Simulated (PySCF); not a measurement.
An element was calculated at r2SCAN (PySCF 2.14, ECP, a quadruple-zeta basis, no spin-orbit coupling), in the ground configurations that NIST lists.

| Item | Value |
| --- | --- |
| electron affinity | -0.113 eV |
| first ionisation energy | 7.120 eV |
| second ionisation energy | 17.152 eV |
| third ionisation energy | 28.350 eV |

Task: Which element is it?

Result: Rhenium (Re, Z = 75), in aug-cc-pVQZ-PP with ECP60MDF. NIST lists 7.834, 16.6 ± 0.5, 27 ± 1.6 eV for these ionisation energies.
